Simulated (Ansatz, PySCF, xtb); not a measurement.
Gas-phase reaction in SMILES: FC(F)CC(F)(F)F + 7 [H][H] (H2) -> 3 C (CH4) + 5 F (HF)
Structures are relaxed separately at B3LYP-D3(BJ)/def2-TZVP in Ansatz (a quantum-chemistry and plane-wave program), one conformer each, not searched for the lowest. Frequencies are from Ansatz or PySCF.
Geometry of the first species:
```xyz
11

F     -2.3284    -1.2245    -0.0912
C     -1.3722    -0.2699    -0.3005
F     -1.8221     0.8865     0.2626
C     -0.0887    -0.7251     0.3642
C      1.1126     0.1319     0.0313
F      2.2281    -0.3907     0.5761
F      1.3124     0.2005    -1.3041
F      0.9955     1.3904     0.4820
H     -1.2827    -0.1104    -1.3762
H     -0.2282    -0.7322     1.4450
H      0.1315    -1.7393     0.0317
```
Charge 0, spin multiplicity 1.

Wanted: energy of full hydrogenation (enthalpy at 298 K, with B3LYP-D3(BJ) rigid-rotor harmonic-oscillator terms), in kJ/mol. Correlated levels leave the core frozen unless marked. Spin-orbit coupling is left out. Non-relativistic. CBS(X,Y): correlation extrapolated as X^-3; Hartree-Fock from the larger set.

| level | program | energy of full hydrogenation (kJ/mol) | minus last row |
|---|---|---|---|
| GFN2-xTB | xtb | -255.5 | 160.1 |
| PBE0-D3(BJ)/def2-TZVP | Ansatz + dftd3 | -369.8 | 45.8 |
| BHLYP-D4/def2-TZVPD | Ansatz + dftd4 | -401.5 | 14.1 |
| CAM-B3LYP-D3(BJ)/def2-TZVPD | Ansatz + dftd3 | -382.3 | 33.3 |
| MP2/cc-pVTZ | Ansatz | -405.9 | 9.7 |
| SCS-MP2/aug-cc-pVTZ | Ansatz | -422.5 | -6.9 |
| SCS-MP2/cc-pVQZ | Ansatz | -421.6 | -6.0 |
| CCSD/cc-pVDZ | Ansatz | -369.3 | 46.3 |
| CCSD(T)/aug-cc-pVTZ | Ansatz | -412.9 | 2.7 |
| CCSD(T)/CBS(cc-pVTZ,cc-pVQZ) | Ansatz | -415.6 | 0.0 |
